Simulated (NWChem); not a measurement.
# SnGeH6; SMILES [GeH3][SnH3]

Computed with NWChem. All runs use the structure optimised with PBE0/def2-SVP. No frequency run checked for a minimum. def2 effective core potentials on Sn; no spin-orbit coupling. Ions are spin-unrestricted doublets at the neutral geometry; other ion states weren't tried.

What does the run give for PBE/def2-SVP? Quantities: vertical ionisation energy, ΔSCF (eV); −ε(HOMO) (eV).

The vertical ionisation energy, ΔSCF (eV) comes out as 9.75 and the −ε(HOMO) (eV) comes out as 6.85.
